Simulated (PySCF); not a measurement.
**PySCF run on BeF2**

The script input.py:

```python
from pyscf import gto, scf, mp

mol = gto.M(
    atom='Be 0 0 0; F 0 0 1.3783; F 0 0 -1.3783',
    basis='6-31g*',
    charge=0,
    spin=0,
    verbose=4,
)
mf = scf.RHF(mol)
mf = mf.density_fit(auxbasis='def2-universal-jkfit')
mf.kernel()
mp.MP2(mf).kernel()
mf.dip_moment()
print('orbital energies (hartree):', mf.mo_energy[..., max(0, mol.nelec[1]-3):mol.nelec[0]+3].round(4))
```

```bash
$ OMP_NUM_THREADS=1 python input.py
```

It prints (some set-up lines and the per-cycle HOMO/LUMO lines with their warnings removed):

```
PySCF version 2.14.0

[INPUT] Symbol           X                Y                Z      unit          X                Y                Z       unit  Magmom
[INPUT]  1 Be     0.000000000000   0.000000000000   0.000000000000 AA    0.000000000000   0.000000000000   0.000000000000 Bohr   0.0
[INPUT]  2 F      0.000000000000   0.000000000000   1.378300000000 AA    0.000000000000   0.000000000000   2.604609517488 Bohr   0.0
[INPUT]  3 F      0.000000000000   0.000000000000  -1.378300000000 AA    0.000000000000   0.000000000000  -2.604609517488 Bohr   0.0

nuclear repulsion = 43.192654885366
number of shells = 18
number of NR pGTOs = 81
number of NR cGTOs = 42
basis = 6-31g*
ecp = {}

******** <class 'pyscf.df.df_jk.DFRHF'> ********
method = DFRHF
initial guess = minao
damping factor = 0
level_shift factor = 0
DIIS = <class 'pyscf.scf.diis.CDIIS'>
SCF conv_tol = 1e-09
SCF max_cycles = 50
Initial guess from minao.
******** <class 'pyscf.df.df.DF'> ********
auxbasis = def2-universal-jkfit
init E= -213.523092292494
cycle= 1 E= -213.592135006522  delta_E= -0.069  |g|= 0.661  |ddm|= 1.74
cycle= 2 E= -213.648300986578  delta_E= -0.0562  |g|= 0.404  |ddm|= 0.559
cycle= 3 E= -213.67304719758  delta_E= -0.0247  |g|= 0.0281  |ddm|= 0.19
cycle= 4 E= -213.673405466448  delta_E= -0.000358  |g|= 0.00603  |ddm|= 0.0328
cycle= 5 E= -213.67343154159  delta_E= -2.61e-05  |g|= 0.00196  |ddm|= 0.00894
cycle= 6 E= -213.673434126075  delta_E= -2.58e-06  |g|= 0.00019  |ddm|= 0.00347
cycle= 7 E= -213.673434139628  delta_E= -1.36e-08  |g|= 2.49e-05  |ddm|= 0.000243
cycle= 8 E= -213.673434139835  delta_E= -2.07e-10  |g|= 3.29e-06  |ddm|= 3.62e-05
Extra cycle  E= -213.673434139841  delta_E= -5.74e-12  |g|= 1.23e-06  |ddm|= 5.35e-06
converged SCF energy = -213.673434139841

******** <class 'pyscf.mp.dfmp2.DFRMP2'> ********
nocc = 11, nmo = 42
E(DFRMP2) = -214.061245086395  E_corr = -0.387810946554485
E(SCS-DFRMP2) = -214.044311494191  E_corr = -0.370877354349949
E_corr(same-spin) = -0.109033594056269
E_corr(oppo-spin) = -0.278777352498216
Dipole moment(X, Y, Z, Debye): -0.00000,  0.00000, -0.00000
orbital energies (hartree): [-0.6424 -0.6181 -0.6181  0.1235  0.1658  0.1658]
```

In short: E(SCF) = -213.673434 Eh, 8 cycles, E(MP2) − E(SCF) = -0.38781 Eh, μ(SCF) = 0.00 D.

It ran on Arm Neoverse N1 (1 thread, shared host) in 1.1 s, peak memory 0.11 GiB.
